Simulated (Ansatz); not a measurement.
Abridged output of a molecular run in Ansatz:

```
Functional definition: HF
1038 factors; integrals over basis functions are off by at most 1.2e-3 eV
mean field evaluation 1: about -20278.0505 eV, gradient 4.9e1 eV
mean field evaluation 2: about -20278.1358 eV, gradient 4.9e1 eV
mean field evaluation 4: about -20283.0431 eV, gradient 3.0e0 eV
mean field evaluation 8: about -20283.1036 eV, gradient 3.0e-1 eV
mean field -20283.10424593 eV, -745.3903326559 hartree, gradient 3.3e-6 eV, S^2 0.000000; 0 other end points of the search recorded, 0 dependent functions left out
8 core orbitals not correlated: weight in the atoms' cores, before any rotation towards them, 1.000 or more for the frozen orbitals, at most 0.000 for the correlated occupied ones
reference -20283.10424593 eV, -745.3903326559 hartree; 20, 20 occupied and 79, 79 virtual orbitals, 1038 factors
second order -23.77672969 eV of doubles, -0.00000000 eV of singles
cycle   1  -23.74808336 eV  change    2.9e-2 eV  update   1.5e-1
cycle   2  -24.31634359 eV  change   -5.7e-1 eV  update   5.4e-2
cycle   3  -24.48140956 eV  change   -1.7e-1 eV  update   2.6e-2
cycle   4  -24.48237748 eV  change   -9.7e-4 eV  update   6.2e-3
cycle   5  -24.47389998 eV  change    8.5e-3 eV  update   2.1e-3
cycle   6  -24.47370516 eV  change    1.9e-4 eV  update   6.5e-4
cycle   7  -24.47369899 eV  change    6.2e-6 eV  update   2.2e-4
cycle   8  -24.47364398 eV  change    5.5e-5 eV  update   7.5e-5
cycle   9  -24.47367997 eV  change   -3.6e-5 eV  update   2.6e-5
perturbative correction -0.61430661 eV, -0.0225753515 hartree
Total energy: -20308.19223250 eV, -746.3122991573 hartree
```

Its atoms:

Cartesian coordinates in Å:
```
C -0.530 1.011 0.207
Hf 0.423 -0.936 -0.119
F 1.227 -1.390 1.535
F -0.988 -2.123 -0.558
Cl 1.973 -0.650 -1.858
H 0.210 1.771 0.483
H -1.274 0.962 1.010
H -1.041 1.356 -0.699
```

Question: Which basis set was used?
A. def2-SVPD
B. cc-pV(T+d)Z
C. def2-SVP
D. def2-QZVPP

Answer: C. It gives 107 functions.

Question: Write the keys of the input that set method, charge and spin (a neutral closed shell needs none for the last two).

Answer: 
```yaml
correlation: {method: ccsd_t}
```
